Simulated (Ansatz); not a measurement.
A run for Ansatz (a quantum-chemistry and plane-wave program): U-PBE/def2-TZVPP on CdH2Se (SMILES [SeH][CdH]), a point of a bond scan (R = 2.509 Å). Elements past Kr take the def2 small-core potentials; no spin–orbit coupling.

Ansatz 0.2 input:
```yaml
crystal:
  periodic: [false, false, false]
  atoms:
    - {symbol: Cd, position_ang: [-0.57782857, -0.43492185, -0.71648612]}
    - {symbol: H, position_ang: [-2.00142874, -1.51563944, -2.47758614]}
    - {symbol: Se, position_ang: [0.83268525, 0.66552990, 1.01516222]}
    - {symbol: H, position_ang: [0.95136823, -0.59636766, 1.76637103]}
basis:
  gaussian:
    orbitals: def2-TZVPP
hamiltonian:
  xc: {name: PBE}
magnetization: {spin_polarized: true, initial_magnetization: 0}
```

The head of its log:

```
WARN ansatz: RAYON_NUM_THREADS=1 ignored (pool sized by the plan → 1); use --threads N
Functional definition: PBE
integrals: 0.05 GiB planned
887 factors; their error is unknown
mean field: 0.45 GiB planned
mean field evaluation 1: about -69933.2410 eV, gradient 2.2e1 eV
mean field evaluation 2: about -69924.4250 eV, gradient 4.2e1 eV
```

Q: Predict the final total energy.

A: -2570.1244 hartree.
